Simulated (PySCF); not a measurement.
In(F)(Br)(vinyl) (C2H3BrFIn), SMILES C=[CH][In]([F])[Br].

Geometry: B3LYP-D3(BJ)/def2-SVP. The structure was generated by enumeration; whether it is a known compound was not checked. The def2 effective core potentials stand for the cores of In; spin–orbit coupling is left out. Other conformers were not sampled.

Two levels are set side by side: TDA-PBE/def2-SVPD (PySCF) and TDA-PBE0/def2-SVPD (PySCF). Vertical, same geometry. The lowest singlet is HOMO→LUMO+1 99 % with PBE and HOMO→LUMO 94 % with the other functional; states are paired by order. Differences are taken from unrounded values.

```
quantity                               TDA-PBE
-------------------------------------  -------
lowest singlet excitation (eV)            4.31
lowest triplet excitation (TDA) (eV)      4.05
first bright state (f over 0.05) (eV)     5.40
its oscillator strength                   0.13
```

### Question
These are the TDA-PBE values. What does TDA-PBE0 give? (The exact figures need the calculation; the answer reports its results.)

### Answer

```
quantity                               TDA-PBE0  TDA-PBE minus TDA-PBE0
-------------------------------------  --------  ----------------------
lowest singlet excitation (eV)             5.10                   -0.79
lowest triplet excitation (TDA) (eV)       4.11                   -0.06
first bright state (f over 0.05) (eV)      6.19                   -0.79
its oscillator strength                    0.19                   -0.05
```

Functionals without exact exchange tend to place singlet excitations lower, as here. Differences between two approximate levels are no errors against the true value.

Rough cost on one machine, each run with all the roots and properties that it gave: TDA-PBE0 against TDA-PBE about 2 times.
